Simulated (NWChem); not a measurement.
System: NH$_{3}$Se$_{2}$; SMILES N[Se][SeH]

```xyz
6

Se    -0.4076    -0.9505     0.0085
N      1.1926    -1.8629     0.0135
H      1.7574    -1.6730     0.8503
H      1.7526    -1.6924    -0.8307
Se     0.0547     1.3868     0.0307
H      0.1387     1.5704    -1.4477
```
Atoms are numbered in this order, from 1.

Computed with NWChem. Medium grid unless said otherwise, to which SCAN and Minnesota functionals are sensitive. Coordinates come from a PBE-D3(BJ)/def2-SVP optimisation. Total energies of different functionals are on different scales.

| level | energy (Ha) | highest occupied level (eV) | orbital gap (eV) | dipole (D) |
|---|---|---|---|---|
| B3LYP/def2-TZVP | -4859.7673 | -6.68 | 4.97 | 1.62 |
| PBE/def2-TZVP | -4858.9122 | -5.71 | 3.44 | 1.69 |
| CAM-B3LYP/def2-TZVP | -4859.9123 | -8.23 | 7.76 | 1.63 |
| TPSS/def2-TZVP | -4859.5672 | -5.84 | 3.64 | 1.70 |
| BHandHLYP/def2-TZVP | -4859.6268 | -7.96 | 7.39 | 1.63 |
| B3PW91/def2-TZVP | -4859.7066 | -6.72 | 5.05 | 1.68 |
| MN15-L/def2-TZVP | -4859.7326 | (withheld) | (withheld) | (withheld) |

Q: Complete the blanks.

A: 
- MN15-L/def2-TZVP, highest occupied level (eV): -6.09
- MN15-L/def2-TZVP, orbital gap (eV): 4.27
- MN15-L/def2-TZVP, dipole (D): 1.74
